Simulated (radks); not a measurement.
Valence configurations of the rhodium ion Rh+ (all share [Kr]). Calculated with a radial shooting solver on a logarithmic mesh with Libxc functionals: scalar-relativistic Kohn-Sham, PBE, spin-polarised, spherical densities, point nucleus; open shells are filled with parallel spins first (spin-orbit coupling, left out, can overturn this in heavy ions). Energies are relative to 4d8; eigenvalues in eV for spin up.

| valence | E (eV) | moment (Bohr magnetons) | e(4d) | e(5p) | e(5s) |
|---|---|---|---|---|---|
| 4d8 | 0.000 | 2 | -14.174 | - | - |
| 4d7.5 5s0.5 | 0.965 | 3 | -15.880 | - | -11.945 |
| 4d7 5s1 | 2.091 | 4 | -17.635 | - | -12.800 |
| 4d7.5 5p0.5 | 3.442 | 3 | -16.534 | -7.383 | - |
| 4d6.5 5s1.5 | 4.339 | 4 | -19.425 | - | -13.382 |
| 4d6.5 5s1 5p0.5 | 6.157 | 5 | -20.066 | -8.491 | -14.023 |
| 4d7 5p1 | 7.349 | 4 | -18.903 | -8.293 | - |
| 4d6 5s1 5p1 | 10.729 | 6 | -22.500 | -9.336 | -15.186 |
| 4d6.5 5p1.5 | 11.737 | 5 | -21.280 | -9.152 | - |
| 4d6 5p2 | 16.621 | 6 | -23.666 | -9.959 | - |

NIST lists [Kr] 4d8 as the ground configuration; this level of theory agrees among the configurations tried. The energies are those of spherical high-spin densities, not of single terms.
